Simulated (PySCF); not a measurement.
Species: sum formula Si$_{2}$N$_{2}$H$_{7}$, net charge -1, singlet state. It need not be the lowest isomer of its formula. Whether it binds its extra electron was not tested at this geometry. SMILES: [SiH2-]N[SiH2]N
Geometry from a B3LYP-D3(BJ)/def2-TZVP (Ansatz) optimisation:
```xyz
11

N     -2.0072    -0.6909    -0.3042
Si    -1.0165     0.6456     0.2618
N      0.5924     0.3247     0.6696
Si     1.7556    -0.4275    -0.5479
H     -1.6798    -1.0194    -1.2074
H     -1.9816    -1.4911     0.3187
H     -1.7143     1.1783     1.4772
H     -1.1770     1.6424    -0.8341
H      0.8716     0.4541     1.6317
H      3.0181     0.3955    -0.2163
H      2.2197    -1.6487     0.2783
```
Charge -1, spin multiplicity 1.

Dispersion corrections to the total energy (kcal/mol) from the dftd3 and dftd4 libraries through PySCF: D3(BJ) without and D4 with the three-body term, each with the damping fitted for the functional named.

| functional | D3(BJ) | D4 |
|---|---|---|
| B3LYP | -10.53 | [?] |
| BLYP | -12.76 | -14.95 |
| r2SCAN | -1.67 | -1.71 |
| PBE | [?] | -6.85 |
| BHLYP | -8.61 | [?] |
| TPSSh | -6.97 | -8.39 |
| PW6B95 | -3.36 | -5.79 |

**Question.** Fill in the missing entries.

**Answer.** 
- B3LYP, D4: -11.03
- PBE, D3(BJ): -5.83
- BHLYP, D4: -8.57
